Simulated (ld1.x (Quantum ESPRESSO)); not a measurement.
# What one change does to a pseudopotential (Te (Z = 52), TM)

- Element: tellurium (Te)
- Generator: ld1.x (Quantum ESPRESSO) 7.5
- Type: norm-conserving Troullier–Martins (Kleinman–Bylander form)
- Functional: LDA (PZ)
- Relativity: scalar-relativistic
- Frozen core: [Kr]
- Valence charge: 16
- Reference configuration: 4d10 5s2 5p4
- Partial waves: 5s (bound): rc 1.95 bohr; 4d (bound): rc 1.35 bohr; 5p (bound): rc 1.60 bohr
- Local potential: the p channel
- Core correction: a·sin(br)/r model core, default radius (core density twice the valence density)

All-electron outer shells of the reference configuration (LDA (PZ), scalar-relativistic, ld1.x):

```tsv
shell	level (eV)	outermost node (bohr)	outermost maximum (bohr)
4s	-163.99	0.38	0.70
4p	-114.19	0.38	0.74
4d	-41.70	0.36	0.81
5s	-15.36	0.91	1.77
5p	-6.12	1.00	2.17
```

Change: all radii but the core radius scaled by about 1.26 (s 2.46, p 2.02, d 1.70 bohr).

Cutoffs: the cutoffs (Ry, on a coarse ladder) from which the occupation-weighted sum of valence levels, in a spherical-Bessel basis at the reference potential, stays within 10 and 1 mRy of its value at 400 Ry; they do not see the model core or the augmentation charge, which bear on the density cutoff. Errors are all-electron minus pseudo energies relative to the spin-unpolarised reference configuration.

Problem. Predict the effect on cutoff, ghosts and configuration errors.

Solution. The potential gets softer (110 Ry and 180 Ry → 90 Ry and 140 Ry); the bound ghost in s disappears; of the 9 tests that both files solve, the error grows in 6 and shrinks in 1 by more than 15 % and 0.3 meV (median size 2.7 → 9.1 meV). A larger radius leaves more room for a smooth pseudo-wave, so fewer plane waves are needed.

| quantity | base | changed |
| --- | --- | --- |
| cutoff, loose | 110 Ry | 90 Ry |
| cutoff, tight | 180 Ry | 140 Ry |
| loose cutoff by channel (10 mRy a level) | s 21 Ry, d 90 Ry, p 35 Ry | s 10 Ry, d 70 Ry, p 12 Ry |
| bound ghosts | s | none |
| error for 4d10 5s2 5p3, meV [ΔE 9.92 eV] | +1.6 | +0.3 |
| error for 4d10 5s2 5p2, meV [ΔE 28.09 eV] | +9.9 | +9.1 |
| error for 4d10 5s2 5p1, meV [ΔE 55.32 eV] | +15 | +32 |
| error for 4d9 5s2 5p5, meV [ΔE 38.15 eV] | -237 | -346 |
| error for 4d10 5s2 5p3.5, meV [ΔE 3.98 eV] | -0.1 | -0.5 |
| error for 4d10 5s0 5p6, meV [ΔE 18.92 eV] | +2.7 | -63 |
| error for 4d10 5s2 5p4.3, meV [ΔE -1.52 eV] | +0.6 | +0.5 |
| error for 4d10 5s2 5p4 (spin-polarised), meV [ΔE -0.48 eV] | +0.3 | +5.8 |
| error for 4d10 5s2 5p3 (spin-polarised), meV [ΔE 8.60 eV] | -2.8 | +17 |

 A true bound ghost makes a file unfit for plane-wave use even where its test errors are small: the radial tests pick states by their node count and pass the ghost by.
